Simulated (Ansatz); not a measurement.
```xyz
6

N    -1.3329    1.1048   -1.7396
C    -0.7138    0.6116   -0.9038
Si    0.3282   -0.1516    0.4058
F    -0.4247    0.0581    1.7775
Cl    0.4998   -2.1207    0.0083
H     1.6433    0.4979    0.4518
```

Charge 0, multiplicity 1.

Question: List the PBE0/def2-TZVPP orbital energies in eV (Ansatz 0.2.0). (An estimate is asked.)

Answer: Computed: Occupied: -2768.45, -1805.76, -674.97, -392.36, -279.48, -260.31, -198.58, -198.46, -198.45, -147.85, -102.56, -102.54, -102.48, -34.42, -26.12, -24.30, -17.61, -15.06, -14.02, -13.91, -12.73, -11.79, -11.07, -10.78, -10.54, -10.33, -10.14. Lowest empty: -1.48, -1.22, 0.69, 1.30, 1.64, 2.29, 3.00, 3.83.
